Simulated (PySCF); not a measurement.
# Diatomic anions of Be with the chalcogens

MP2 with double-zeta basis sets in PySCF, for the lowest determinant that a PBE0 search found; no spin–orbit coupling. De refers to high-spin ground-configuration atoms (the charge goes to the atom of lower measured ionisation energy or higher electron affinity, which is not always the lowest computed limit).

```json
{"M": "O", "basis": "aug-pcseg-1", "reference, frozen orbitals": "UHF, 1", "charged atom": "O−", "state (unpaired electrons)": "doublet (σ ↑)", "Re (Å)": "1.403", "ωe (cm⁻¹)": "1295", "De (eV)": "5.47"}
{"M": "S", "basis": "aug-pcseg-1", "reference, frozen orbitals": "UHF, 5", "charged atom": "S−", "state (unpaired electrons)": "doublet (σ ↑)", "Re (Å)": "1.840", "ωe (cm⁻¹)": "868", "De (eV)": "n/a"}
{"M": "Se", "basis": "aug-pcseg-1", "reference, frozen orbitals": "UHF, 9", "charged atom": "Se−", "state (unpaired electrons)": "doublet (σ ↑)", "Re (Å)": "1.979", "ωe (cm⁻¹)": "734", "De (eV)": "n/a"}
```

The shortest bond is that of BeO⁻ (1.403 Å), the longest that of BeSe⁻ (1.979 Å).

Down a group the atoms grow and get heavier, so bonds lengthen and wavenumbers fall; this series shows no clear exception.

Correlated steps freeze the inner cores (1 to 9 orbitals); shallow outer-core shells are correlated. Correlated levels converge slowly with the basis: in double zeta they bind strong bonds too weakly, by up to about 1 eV, and carry superposition errors of some tenths. Spin–orbit coupling is left out. For an ion De counts to the pair picked by the measured ionisation energies or electron affinities, which need not be the lowest pair at this level. States were picked by a PBE0 search and need not be the measured ground states.
